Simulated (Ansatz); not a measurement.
Isolated molecules relaxed with PBE0-D4/def2-TZVP in Ansatz; ΔE leaves out vibrations. CCSD(T)/CBS is the MP2 limit (def2-TZVPP, def2-QZVPP) plus CCSD(T) − MP2 in def2-TZVPP, frozen cores. DFT in def2-TZVPP. For Se outer-core shells are correlated without core-valence functions, which leaves a few kJ/mol of doubt a bond. Scalar relativity is left out up to krypton. One conformer a species, not always the lowest.

Consider the isomerisation: `[CH3][AlH][Se]C` → `[CH3][Al]([CH3])[SeH]`.

Is it downhill or uphill in electronic energy at CCSD(T)/CBS, and by how much? (An estimate is asked.)

Ansatz gave: Downhill: ΔE = -0.62 eV.

What do these levels give: PBE0-D4, B2PLYP, BLYP, r2SCAN0, LC-ωPBE, CCSD(T)/def2-TZVPP? (Estimate.)

Ansatz gave: PBE0-D4 -0.62, B2PLYP -0.61, BLYP -0.60, r2SCAN0 -0.66, LC-ωPBE -0.66, CCSD(T)/def2-TZVPP -0.60 eV.

Largest T1 diagnostic among the species: 0.010.

Leaving LDA and LC-ωPBE aside and taking each functional with its dispersion term where it has one, the values, not all of them listed here, spread over 0.10 eV, from r2SCAN0-D4 to revPBE-D4. LDA lies −0.04 eV from PBE without D4.
